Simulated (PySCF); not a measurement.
**Orbital picture of PbF⁻**

UHF at R = 2.183 Å; PySCF, scalar-relativistic core potentials, basis sets Pb aug-cc-pVDZ-PP with ECP60, F aug-cc-pVDZ. State: ³Σ⁻ (triplet), unpaired electrons π ↑↑. Only the outer orbitals are listed, counted within each symmetry, core potentials removing the inner ones.

```csv
spin,orbital,occ.,ε (eV),on Pb (%),main shells (%)
α,6σ,1,-12.26,68,"68 Pb s, 31 F p"
α,3π,1,-9.42,1,99 F p
α,3π,1,-9.42,1,99 F p
α,7σ,1,-7.99,41,"60 F p, 31 Pb s"
α,4π,1,-1.48,102,101 Pb p
α,4π,1,-1.48,102,101 Pb p
α,8σ,0,4.13,95,"80 Pb p, 13 Pb s"
α,5π,0,4.87,101,100 Pb p
α,5π,0,4.87,101,100 Pb p
β,6σ,1,-10.84,36,"63 F p, 34 Pb s"
β,3π,1,-9.06,1,99 F p
β,3π,1,-9.06,1,99 F p
β,7σ,1,-6.74,73,"66 Pb s, 29 F p"
β,8σ,0,4.29,95,"83 Pb p, 8 Pb s"
β,4π,0,4.37,102,102 Pb p
β,4π,0,4.37,102,102 Pb p
```

Problem. Which are the highest filled and the lowest empty level, where do they sit, and how wide is the gap?

Solution. Highest filled α 4π at -1.48 eV (in %: 101 Pb p); lowest empty α 8σ at 4.13 eV (in %: 80 Pb p, 13 Pb s); the gap at UHF is 5.61 eV. An empty level above zero is unbound, and its energy depends on the basis.

* bond order (Mayer): 0.02
* ⟨S²⟩: 2.013
* charge on Pb (Mulliken, basis-dependent): -0.24
* charge on Pb (Löwdin, basis-dependent): -0.16
* dipole moment (positive dipole points towards F; it is taken about the centre of mass and depends on that origin): -3.62 D

Shares are Mulliken populations and can fall outside 0 to 100 %.

Spin–orbit coupling is left out, which matters for elements this heavy, above all for dissociation energies. The state is the lowest determinant that a PBE0 search found; another state may lie lower at other levels.
